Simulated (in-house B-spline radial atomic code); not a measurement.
Computed with a B-spline radial atomic code. Model: two electrons, singlet ground state, non-relativistic, full CI in B-splines with partial waves to l = 8 (at full coupling up to 3e-4 hartree above the limit, correlation up to 0.6 % small), density held at that of full coupling by Lieb maximisation.

W(λ) is the mean repulsion in the state of coupling λ less the Hartree energy of the fixed density. Its start is exact exchange, its initial slope is twice the second-order Görling-Levy correlation energy, and its area from 0 to 1 is E_xc. A straight curve means weak, dynamic correlation, and a curve that drops fast and flattens means strong correlation.

Command:
```bash
python run_ac.py task.json out
```
Settings (lengths in bohr, energies in hartree):
```
potential              yukawa
strength               1.53
lmax                   8
second                 0.0634
```

Time taken, with all properties: 65 s on 1 thread of Intel(R) Xeon(R) Processor @ 2.30GHz (shared host).

**W = mean repulsion less Hartree energy, and W of three functionals.**

Given: confinement screened point charge; nuclear charge 1.53; screening of the nucleus 0.0634 1/bohr; external potential -Z exp(-k r)/r.

Computed: LDA exchange minus exact 97.845 millihartree; PBE exchange minus exact 3.713 millihartree.

```tsv
coupling	W xc (hartree)	W xc minus exchange (millihartree)	kinetic minus Kohn-Sham (millihartree)	LDA (PW92) W minus its exchange (millihartree)	PBE W minus its exchange (millihartree)	SCAN W minus its exchange (millihartree)
0	-0.72577	0	0	0	0	0
0.02	-0.72775	-1.979	0.02	-11.01	-1.69	-1.8
0.05	-0.73067	-4.901	0.12	-22.18	-4.26	-4.42
0.12	-0.73727	-11.504	0.68	-41.68	-10.25	-10.24
0.25	-0.7488	-23.027	2.8	-68.19	-21.07	-20.23
0.4	-0.76101	-35.24	6.76	-91.52	-32.84	-30.71
0.6	-0.77571	-49.943	14.08	-116.18	-47.26	-43.27
0.8	?	?	?	?	?	?
1	-0.80066	-74.888	33.86	-153.4	-72.28	-64.73
1.4	-0.82095	-95.184	58.08	-181.35	-93.19	-82.53
2	-0.84508	-119.31	98.78	-213.37	-118.88	-104.34
3	?	?	?	?	?	?
4.5	-0.90273	-176.96	276.05	-290.53	-186.15	-160.56
7	-0.93115	-205.38	436.11	-331.8	-224.13	-190.51
```

Task: What belongs in the row 0.8?

Result: W xc (hartree): -0.78885; W xc minus exchange (millihartree): -63.085; kinetic minus Kohn-Sham (millihartree): 23.26; LDA (PW92) W minus its exchange (millihartree): -136.32; PBE W minus its exchange (millihartree): -60.36; SCAN W minus its exchange (millihartree): -54.54.

Task: What belongs in the row 3?

Result: W xc (hartree): -0.87414; W xc minus exchange (millihartree): -148.37; kinetic minus Kohn-Sham (millihartree): 170.5; LDA (PW92) W minus its exchange (millihartree): -251.67; PBE W minus its exchange (millihartree): -151.51; SCAN W minus its exchange (millihartree): -131.87.

Task: What is the SCAN exchange minus exact?

Result: -6.1651 millihartree.

**Energy parts, natural occupations and partial-wave weights.**

Computed: total energy -1.3512 hartree; exchange energy -0.72577 hartree; correlation energy -0.041029 hartree; kinetic part of the DFT correlation energy 0.033859 hartree; kinetic part over minus potential part 0.45213; Kohn-Sham kinetic 1.4959 hartree; Lieb Oxford ratio E_xc over LDA exchange 1.2212.

```
natural  occupation of the shell (electrons)
      s                               1.9694
      s                                    ?
      p                              0.01268
      d                           0.00046914
      p                           0.00036838
      s                           0.00021675
```

Task: What belongs in the row s?

Result: occupation of the shell (electrons): 0.016646.

```json
{"wave": "s", "weight": "0.99315"}
{"wave": "p", "weight": "0.0065409"}
{"wave": "d", "weight": "0.00026135"}
{"wave": "f", "weight": "?"}
{"wave": "g", "weight": "7.677e-06"}
```

Task: What belongs in the row f?

Result: weight: 3.4233e-05.

Task: What is the Hartree energy?

Result: 1.4515 hartree.

Task: What is the initial slope twice GL2?

Result: -0.099595 hartree.

Half-way to full coupling W has made 57 % of its drop, against 50 % for a straight line, and second-order (GL2) theory, half the initial slope, overshoots the correlation energy by about 21 %: a moderate bend, as in light atoms. Over couplings 0 to 1 the errors in E_xc come to about +42 millihartree for LDA, +5.9 millihartree for PBE, -0.8 millihartree for SCAN, so SCAN is nearest. In LDA and SCAN the errors of exchange and correlation have opposite signs, so the sum is smaller than the larger of the two.
